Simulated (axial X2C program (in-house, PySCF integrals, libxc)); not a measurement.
## What spin–orbit coupling does to ZrF

Calculated with an in-house relativistic program for diatomic molecules. Spin-free means the one-electron spin-free X2C Hamiltonian; two-component (2c) means X2C with spin–orbit coupling and atomic mean-field two-electron Coulomb and Gaunt terms, so the difference of the two also holds small scalar two-electron terms. Basis: Zr dyall-cv3z [11s12p9d6f3g], F dyall-av3z [7s6p3d2f] (cores contracted in-house); Gaussian nuclei, density fitting, unrestricted open shells. Masses: Zr 89.905 u, F 18.998 u.

Spin-free state: M_S = 3/2, Λ = 0 (beyond evenly filled blocks: σα, δ+α, δ-α); fragments Zr + F.

```tsv
level	Re (Å)	ωe (cm⁻¹)	De (eV)	μ (D)
PBE0	1.878	658.4	6.566	-3.07
HF	1.913	632.9	n/a	-3.24
MP2	1.912	627.0	6.474	n/a
B97-3	1.888	642.3	6.099	-3.05
```

Correlated methods: 11 electrons correlated (number of frozen shells: Zr 4 s, 3 p, 1 d; F 1 s), 307 virtual spin orbitals or spinors in MP2.

Dipoles are positive if F is the positive end.

Two-component determinant lowest at the distance of the search:

Ω = 3/2 (⟨Sz⟩ = 1.50, ⟨Lz⟩ = 0.00 at HF); fragments Zr + F.

| level | Re (Å) | ωe (cm⁻¹) | μ (D) |
| --- | --- | --- | --- |
| PBE0 | 1.878 | 658.4 | -3.07 |
| HF | 1.913 | 632.7 | -3.24 |
| MP2 | 1.912 | 626.8 | n/a |
| B97-3 | 1.888 | 642.2 | -3.05 |

Problem. From the two tables, how do the constants change at the MP2 level (2c against spin-free)?

Solution. At the MP2 level Re is unchanged within 0.001 Å and ωe stays the same within 0.2 cm⁻¹.

One determinant describes the state; a PBE0 search over occupations chose it and may have missed a lower one. De is counted from the lowest determinant-based energies of the atoms at the same level, without counterpoise correction. De is not given where an atomic determinant may have missed its ground term or J level, or where the truncated virtual space spoils (T). Density functionals use the spin component along the axis (collinear). PBE0 can misorder states that lie within some tenths of an eV, so this need not be the ground state of the molecule. The nearest other spin-free determinant of the search, M_S = 1/2, Λ = 2, lies 0.31 eV up at the distance of the search. Without a current term, density functionals place determinants with orbital angular momentum somewhat too high. With several unpaired electrons one determinant need not be a pure state. The outer-core s and p shells of the metal are frozen in the correlated rows, which leaves out core–valence correlation; for alkali and alkaline-earth bonds that tends to lengthen them. This is the top spin component of a Σ state; components of lower Ω are not single determinants and can lie lower. With the outer-core shells frozen, correlated bond lengths of heavy atoms tend to come out a few hundredths of an ångström too long.
